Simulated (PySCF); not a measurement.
C3H, SMILES [C][C][CH-] (connectivity only; charge and spin as stated), charge -1, multiplicity 1. Geometry optimised at PBE-D3(BJ)/def2-TZVPD.

The numbers are results of PBE-D3(BJ)/def2-TZVPD run with PySCF, not measurements.

Harmonic wavenumbers (cm⁻¹): 277, 411, 996, 1113, 1824, 2768. Rotational constants (GHz): 522.9, 11.25, 11.01; symmetry number 1.

**Question.** Work out the zero-point energy and the ideal-gas rigid-rotor harmonic-oscillator thermochemistry at 298.15 K and 1 atm.

**Answer.** ZPE = ½ Σ hcν = ½ × 7388 cm⁻¹ = 44.19 kJ/mol. H − E(el) = 56.23 kJ/mol. Entropy in J/(mol K): translation 153.79, rotation 80.11, vibration 11.02, total 244.92. G − E(el) = -16.79 kJ/mol. Cp = 49.32 J/(mol K).
